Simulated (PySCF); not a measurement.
Choosing a molecule for a target property.

Species are written as SMILES; each is one conformer at its optimised geometry, gas phase, non-relativistic unless stated; the electronic structure was computed with PySCF and density fitting.

The conformers computed, where there is a choice (atom-mapped SMILES and torsion angles):
- `[CH3:1][c:2]1[cH:3][n:4][n:5]([CH2:6][C:7]([F:8])([F:9])[F:10])[cH:11]1`: N4–N5–C6–C7 -107°, N5–C6–C7–F8 -65°
- `[CH3:1][CH2:2][C:3](=[O:4])[O:5][CH2:6][S:7][CH3:8]`: C1–C2–C3–O4 88°, C2–C3–O5–C6 -179°, C3–O5–C6–S7 102°, O5–C6–S7–C8 65°
- `[CH2:1]=[CH:2][C@@H:3]([CH3:4])[S:5]([CH3:6])(=[O:7])=[O:8]`: C1–C2–C3–C4 133°, C2–C3–S5–C6 62°
- `[CH3:1][c:2]1[cH:3][cH:4][n:5]([CH2:6][C:7]([F:8])([F:9])[F:10])[n:11]1`: C4–N5–C6–C7 71°, N5–C6–C7–F8 58°
- `[CH3:1][C:2](=[S:3])[SiH2:4][n:5]1[cH:6][cH:7][cH:8][cH:9]1`: C1–C2–Si4–N5 48°, C2–Si4–N5–C6 -144°

(1) Wanted: HOMO–LUMO gap between 7 eV and 7.2 eV (PBE0/pcSseg-1) and dipole moment above 2.2 D (PBE0/pcSseg-1), at GFN2-xTB geometries. Which candidate meets both?
A. `Cc1ccn(CC(F)(F)F)n1`
B. `C=C[C@@H](C)S(C)(=O)=O`
C. `Cc1cnn(CC(F)(F)F)c1`
D. `CSCOC(=O)CC`
E. `CC(=S)[SiH2]n1cccc1`

Results:

(1) B. Computed values:
```csv
species,HOMO–LUMO gap,dipole moment
CC(=S)[SiH2]n1cccc1,3.74 eV,1.61 D
CSCOC(=O)CC,6.80 eV,3.25 D
C=C[C@@H](C)S(C)(=O)=O,7.15 eV,4.46 D
Cc1cnn(CC(F)(F)F)c1,7.27 eV,2.33 D
Cc1ccn(CC(F)(F)F)n1,7.46 eV,2.10 D
```
